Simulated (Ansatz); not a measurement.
Reaction (formal exchange of groups at the Si–C bond): `F[SiH2]C[SiH2]F` + `O[SiH](O)F` → `O[Si](O)(F)[SiH2]F` + `C[SiH2]F`

Program: Ansatz. Geometries: PBE0-D4/def2-TZVP. ΔE: electronic, gas phase. CCSD(T)/CBS adds triple-zeta CCSD(T) − MP2 to the extrapolated MP2 energy (def2 sets, frozen cores). This one scheme is used for every species. DFT in def2-TZVPP. B3LYP here is the variant with VWN-RPA as its local correlation; programs differ in this. HSE06 is defined as in plane-wave codes. Each species was taken in one conformer, which may not be the lowest.

| level | ΔE (kJ/mol) | difference from CCSD(T)/CBS |
| --- | --- | --- |
| LDA (SPW92) | 21.6 | -11.6 |
| revPBE-D4 | 14.6 | -18.6 |
| BLYP-D4 | 17.4 | -15.8 |
| r2SCAN-D4 | 27.1 | -6.1 |
| B97M-V | 24.9 | -8.3 |
| PBE0-D4 | 21.8 | -11.4 |
| B3LYP-D4 | 22.8 | -10.4 |
| r2SCANh-D4 | 28.7 | -4.5 |
| r2SCAN0-D4 | 30.8 | -2.4 |
| HSE06-D4 | 21.8 | -11.4 |
| BHLYP-D4 | 29.5 | -3.7 |
| CAM-B3LYP-D4 | 27.3 | -5.9 |
| ωB97X-V | 27.1 | -6.1 |
| ωB97M-V | 34.8 | 1.6 |
| B2PLYP | 30.1 | -3.1 |
| PBE-QIDH | 32.7 | -0.5 |
| PBE | 15.3 | -17.9 |
| revPBE | 13.3 | -19.9 |
| BLYP | 17.7 | -15.5 |
| r2SCAN | 27.2 | -6.0 |
| PBE0 | 22.2 | -11.0 |
| B3LYP | 23.4 | -9.8 |
| r2SCANh | 28.8 | -4.4 |
| HSE06 | 22.3 | -10.9 |
| BHLYP | 30.6 | -2.6 |
| CAM-B3LYP | 27.9 | -5.3 |
| LC-ωPBE | 26.5 | -6.7 |
| RPA@PBE/def2-TZVPP | 34.2 | 1.0 |
| HF/def2-SVP | 34.1 | 0.9 |
| MP2/def2-SVP | 40.3 | 7.1 |
| CCSD(T)/def2-SVP | 34.1 | 0.9 |
| HF/def2-TZVPP | 35.9 | 2.7 |
| MP2/def2-TZVPP | 41.2 | 8.0 |
| CCSD/def2-TZVPP | 34.6 | 1.4 |
| HF/def2-QZVPP | 36.6 | 3.4 |
| MP2/def2-QZVPP | 40.9 | 7.7 |
| SCS-MP2/def2-QZVPP | 38.8 | 5.6 |
| HF/CBS(def2) | 36.7 | 3.5 |
| MP2/CBS(def2) | 40.2 | 7.0 |
| CCSD/CBS(def2) | 33.6 | 0.4 |
| CCSD(T)/CBS | 33.2 | 0 |

Largest T1 diagnostic among the species: 0.012.

Leaving LDA and LC-ωPBE aside and taking each functional with its dispersion term where it has one, the values spread over 20.1 kJ/mol, from revPBE-D4 to ωB97M-V. LDA lies +6.2 kJ/mol from PBE without D4. From PBE to PBE0 (25 % exact exchange), in def2-TZVPP and without D4, ΔE moves by +6.8 kJ/mol.

CCSD(T)/CBS has its own doubt, a few kJ/mol and more with outer-core shells, so smaller differences from it don't rank the levels.
